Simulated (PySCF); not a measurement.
CH4OSeTe. Atoms are numbered in the order given.

```xyz
8

Te     0.4974    -0.0606     0.7555
O      1.6684    -0.8296    -0.6700
C      1.2100    -1.9774    -1.3310
H      0.3003    -1.7801    -1.9294
H      2.0081    -2.2905    -2.0237
H      0.9955    -2.8163    -0.6422
Se    -1.3977     0.8498    -0.6112
H     -2.2514    -0.3533    -0.5629
```
Charge 0, spin multiplicity 1.

Geometry optimised at PBE0-D3(BJ)/def2-SVP. The structure was generated by enumeration, and PubChem lists no compound with its InChIKey, so it may never have been made. The def2 effective core potentials stand for the cores of Te; spin–orbit coupling is left out. Other conformers were not sampled.

Computed with CAM-B3LYP/def2-TZVP (PySCF).

Atomic charges (e):

| atom | Löwdin | Mulliken |
|---|---|---|
| Te1 | 0.36 | 0.36 |
| O2 | -0.18 | -0.45 |
| C3 | -0.44 | -0.17 |
| H4 | 0.10 | 0.11 |
| H5 | 0.11 | 0.12 |
| H6 | 0.10 | 0.11 |
| Se7 | -0.07 | -0.21 |
| H8 | 0.02 | 0.12 |

Computed Mayer and Wiberg (Löwdin basis) orders of the bonds:
```
bond     Mayer  Wiberg
-------  -----  ------
Te1–O2    0.91    1.28
O2–C3     0.96    1.65
C3–H4     0.97    0.94
C3–H5     0.97    0.93
C3–H6     0.97    0.94
Te1–Se7   1.20    1.67
Se7–H8    0.96    1.05
```
